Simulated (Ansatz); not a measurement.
Calculated with Ansatz (gas phase, PBE0-D4/def2-TZVP geometries, no zero-point term in ΔE). CBS: MP2 limit from def2 TZ/QZ plus the TZ coupled-cluster correction, frozen cores. Double bonds are as drawn, so ΔE can hold a change between cis and trans. DFT in def2-TZVPP. B3LYP here is the variant with VWN-RPA as its local correlation; programs differ in this. Elements past krypton have def2 core potentials. For Sb outer-core shells are correlated without core-valence functions, which leaves a few kJ/mol of doubt a bond. One conformer a species, not always the lowest.

Consider the redistribution: `O=[C](S)[SbH2]` + `C/C(O)=N\[SiH3]` → `C/C(O)=[N]\[SbH2]` + `O=C([SiH3])S`.

```csv
level,ΔE (kJ/mol),difference from CCSD(T)/CBS
ωB97M-V,61.1,1.3
B2PLYP,62.6,2.8
r2SCAN,64.0,4.2
B3LYP,64.3,4.5
HF/def2-TZVPP,69.3,9.5
MP2/def2-TZVPP,61.7,1.9
SCS-MP2/def2-TZVPP,60.0,0.2
HF/CBS(def2),69.0,9.2
MP2/CBS(def2),62.3,2.5
CCSD/CBS(def2),61.3,1.5
CCSD(T)/CBS,59.8,0
```

Largest T1 diagnostic among the species: 0.017.

In def2-TZVPP, CCSD(T) changes the Hartree–Fock value by −10.1 kJ/mol (the triples alone add −1.5 kJ/mol) and MP2 by −7.5 kJ/mol. From PBE to PBE0 (25 % exact exchange), in def2-TZVPP and without D4, ΔE moves by +3.7 kJ/mol.
